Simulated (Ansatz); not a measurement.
Reaction (ligand exchange at the Si–C bond): `[OH][GeH2][C]#C[SiH3]` + `[OH][Cd][O][SiH3]` → `[SiH3][O][Cd][O][SiH3]` + `C#[C][GeH2][OH]`

Calculated with Ansatz (gas phase, PBE0-D4/def2-TZVP geometries, no zero-point term in ΔE). CBS: MP2 limit from def2 TZ/QZ plus the TZ coupled-cluster correction, frozen cores. Functionals use def2-TZVPP. B3LYP here is the variant with VWN-RPA as its local correlation; programs differ in this. def2 core potentials past Kr. For Cd, Ge outer-core shells are correlated without core-valence functions, which leaves a few kJ/mol of doubt a bond. Scalar relativity is left out up to krypton. One conformer a species, not always the lowest.

```tsv
level	ΔE (kJ/mol)	difference from CCSD(T)/CBS
PBE-D4	-47.0	17.1
r2SCAN-D4	-58.8	5.3
PBE0-D4	-56.1	8.0
B3LYP-D4	-62.5	1.6
ωB97X-V	-66.3	-2.2
ωB97M-V	-65.9	-1.8
B2PLYP	-64.7	-0.6
r2SCAN	-58.8	5.3
B3LYP	-61.6	2.5
HF/def2-TZVPP	-85.7	-21.6
MP2/def2-TZVPP	-65.6	-1.5
CCSD/def2-TZVPP	-70.3	-6.2
CCSD(T)/def2-TZVPP	-66.7	-2.6
MP2/def2-QZVPP	-64.4	-0.3
HF/CBS(def2)	-86.6	-22.5
CCSD/CBS(def2)	-67.7	-3.6
CCSD(T)/CBS	-64.1	0
```

Largest T1 diagnostic among the species: 0.016.

In def2-TZVPP, CCSD(T) changes the Hartree–Fock value by +19.0 kJ/mol (the triples alone add +3.6 kJ/mol) and MP2 by +20.1 kJ/mol. From PBE to PBE0 (25 % exact exchange), in def2-TZVPP and without D4, ΔE moves by −9.2 kJ/mol.
